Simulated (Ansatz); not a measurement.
`[F][Ti]([SH])([Cl])[Cl]` + H₂O → `[OH][Ti]([SH])([Cl])[Cl]` + H–F at 600 K and 1 bar (formal hydrolysis of a Ti–F bond).

Calculated with Ansatz (gas phase, PBE0-D4/def2-TZVP geometries, no zero-point term in ΔE). CCSD(T)/CBS adds triple-zeta CCSD(T) − MP2 to the extrapolated MP2 energy (def2 sets, frozen cores). This one scheme is used for every species. For Ti outer-core shells are correlated without core-valence functions, which leaves a few kJ/mol of doubt a bond. Scalar relativity is left out up to krypton. One conformer a species, not always the lowest.

```json
{"species": "`[F][Ti]([SH])([Cl])[Cl]`", "CCSD(T)/CBS energy (Eh)": "-2266.88295", "H − E (kJ/mol)": "94.8", "S (J/(mol·K))": "464.4"}
{"species": "H₂O", "CCSD(T)/CBS energy (Eh)": "-76.37941", "H − E (kJ/mol)": "76.8", "S (J/(mol·K))": "212.8"}
{"species": "`[OH][Ti]([SH])([Cl])[Cl]`", "CCSD(T)/CBS energy (Eh)": "-2242.85690", "H − E (kJ/mol)": "128.8", "S (J/(mol·K))": "483.3"}
{"species": "H–F", "CCSD(T)/CBS energy (Eh)": "-100.39570", "H − E (kJ/mol)": "42.3", "S (J/(mol·K))": "194.0"}
```

H − E and S are ideal-gas, rigid-rotor, harmonic terms from PBE0-D4/def2-TZVP, for one conformer and one mirror image of each species. 1 Eh = 2625.50 kJ/mol, R = 8.31446 J/(mol·K).

**Question.** By hand: ΔE, ΔH, ΔS and ΔG.

**Answer.** ΔE = (-2242.85690) + (-100.39570) − (-2266.88295) − (-76.37941) = 0.00976 Eh = 25.6 kJ/mol. Δ(H − E) = 128.8 + 42.3 − 94.8 − 76.8 = -0.5, so ΔH = 25.1 kJ/mol. ΔS = 483.3 + 194.0 − 464.4 − 212.8 = 0.1 J/(mol·K). ΔG = 25.1 − 600 × (0.1)/1000 = 25.0 kJ/mol.

**Question.** By hand: the equilibrium constant, and the temperature at which ΔG would vanish if ΔH and ΔS stayed fixed.

**Answer.** log₁₀ K = −ΔG/(RT ln 10) = -2.2. ΔG = 0 at ΔH/ΔS = 251000 K, far beyond where these terms or the molecules hold.

The number of gas molecules stays the same, so ΔS is small and ΔH decides. A doubt of 5 kJ/mol in ΔE shifts log₁₀ K by 0.4 here. Other conformers and mirror images would add mixing entropy, several J/(mol·K) or more a flexible species. Modes under 60 cm⁻¹, often nearly free rotors, make the harmonic entropy too high. These are equilibria of isolated gas molecules and say nothing of rates. Largest T1 diagnostic: 0.026 (customary marks: 0.02 for closed shells, 0.045 for open ones).
